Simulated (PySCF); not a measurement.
**GaTe: from constants to spectrum**

UHF-CCSD(T) constants of GaTe, ²Σ⁺ (doublet), unpaired electrons σ ↑ (basis Ga def2-SVP, Te def2-SVP with ECP28; scalar-relativistic core potentials; PySCF 2.14; masses 68.9256 and 129.9062 u):

```
ωe            : 266.3 cm⁻¹
ωexe          : 0.886 cm⁻¹
Be            : 0.063991 cm⁻¹
αe            : 0.000252 cm⁻¹
De to Ga + Te : 2.49 eV
```

(1) What force constant and bond length do these constants imply?

(2) Estimate the centrifugal constant D from the Kratzer relation and find the Dunham coefficient a1.

Correlated steps freeze 13 core orbitals. Correlated levels converge slowly with the basis: in double zeta they bind strong bonds too weakly, by up to about 1 eV, and carry superposition errors of some tenths. These are scalar-relativistic numbers at best; spin–orbit coupling would shift them, the dissociation energy most. The state was picked by a PBE0 search and need not be the measured ground state.

Results:

(1) Reduced mass μred = 45.032 u; k = 5.8918×10⁻⁷·μred·ωe² (u, cm⁻¹, mdyn/Å) = 1.88 mdyn/Å; Re = √(16.8576/(μred·Be)) (u, cm⁻¹, Å) = 2.419 Å.

(2) D = 4Be³/ωe² = 1.48e-08 cm⁻¹; a1 = −1 − αeωe/(6Be²) = -3.73.
